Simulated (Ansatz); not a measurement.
`C[As](C)C` and `C[AsH]C` differ in one atom or group.

Ansatz, PBE0-D4/def2-TZVP geometries, multiplicity 1. 

Scalar relativity is left out up to krypton.

| property | `C[As](C)C` |
| --- | --- |
| size of the dipole moment (B3LYP/def2-TZVPP) / D | 0.88 |
| LUMO energy (B3LYP/def2-TZVPP) / eV | 0.87 |
| HOMO energy (ωB97M-V/def2-TZVPP) / eV | -8.61 |
| HOMO energy (B3LYP/def2-TZVPP) / eV | -6.29 |
| HOMO–LUMO gap (ωB97M-V/def2-TZVPP) / eV | 11.23 |
| size of the dipole moment (ωB97M-V/def2-TZVPP) / D | 0.90 |

**Question.** What does the change do to each property? (Estimate.)

**Answer.** Computed: 
```
                                          property  `C[AsH]C`  shift
  size of the dipole moment (B3LYP/def2-TZVPP) / D       0.96   0.08
               LUMO energy (B3LYP/def2-TZVPP) / eV       0.38  -0.49
             HOMO energy (ωB97M-V/def2-TZVPP) / eV      -8.94  -0.33
               HOMO energy (B3LYP/def2-TZVPP) / eV      -6.59  -0.30
           HOMO–LUMO gap (ωB97M-V/def2-TZVPP) / eV      11.20  -0.03
size of the dipole moment (ωB97M-V/def2-TZVPP) / D       0.96   0.06
```

With PBE0 the HOMO falls by 0.31 eV and the LUMO falls by 0.51 eV, so the gap narrows by about 0.20 eV. PBE moves the HOMO by -0.29 eV and ωB97M-V by -0.33 eV. The zero-point energy changes by -75.6 kJ/mol with -9 modes. Dipoles are sizes alone; their direction can turn.

B3LYP here is the variant with VWN-RPA as its local correlation; programs differ in this.
